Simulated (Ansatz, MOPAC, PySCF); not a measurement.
Donor–acceptor adduct: GaH3 (SMILES [GaH3]) (first 4 atoms) with H2O (SMILES O); geometry from B3LYP-D3(BJ)/def2-TZVP.
(charge 0, multiplicity 1):
```tsv
atom	x (Å)	y (Å)	z (Å)
Ga	0.3967	-0.3761	0.6852
H	1.8829	-0.0976	1.1226
H	-0.2292	-1.8111	0.8526
H	-0.2872	0.6261	-0.3304
O	-0.5430	0.4821	2.5115
H	-1.5048	0.4098	2.4730
H	-0.3383	1.4210	2.6023
```

Counterpoise-corrected where a basis set is named; no monomer relaxation. Rows marked so take none.

Rows in 6-31G* carry no dispersion term and start afresh at each structure (6-31G* with six Cartesian d functions); the Pople sets are all-electron and without relativity. The state that PM3 reach isn't checked.

Codes used: Ansatz (Gaussian orbitals); MOPAC for PM3 (differences of heats of formation); PySCF for 6-31G* rows, M06-2X. Values without a source in brackets are computed.

Problem. One of these levels gives -530.9 meV for the interaction energy. Which one is it?
(A) M06-2X/def2-TZVPPD
(B) HF/aug-cc-pVTZ
(C) M06-2X/6-31G* (no counterpoise)
(D) PM3

Solution. B, HF/aug-cc-pVTZ. The others give -1521.8 (PM3), -997.9 (M06-2X/6-31G* (no counterpoise)), -729.8 (M06-2X/def2-TZVPPD)

Ansatz is a quantum-chemistry and plane-wave program.
